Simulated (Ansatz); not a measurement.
C4H5NO, SMILES N#CC1COC1.

Geometry optimised at TPSSh-D3(BJ)/def2-SVP.

Two levels are set side by side: PBE/def2-SVPD (Ansatz, a program for electronic structure) and CAM-B3LYP/def2-SVPD (Ansatz). Energy differences of separate SCF runs at the same geometry; the states with an electron removed or added have multiplicity 2 and 2. Differences are taken from unrounded values.

```json
[
 {"quantity": "vertical ionisation energy (eV)", "CAM-B3LYP": "10.51"},
 {"quantity": "vertical singlet–triplet gap (eV)", "CAM-B3LYP": "6.80"}
]
```

Q: What does PBE give, and how far is it from CAM-B3LYP? (The exact figures need the calculation; the answer reports its results.)

A: 
```
quantity                             PBE  PBE minus CAM-B3LYP
---------------------------------  -----  -------------------
vertical ionisation energy (eV)    10.01                -0.51
vertical singlet–triplet gap (eV)   6.08                -0.72
```
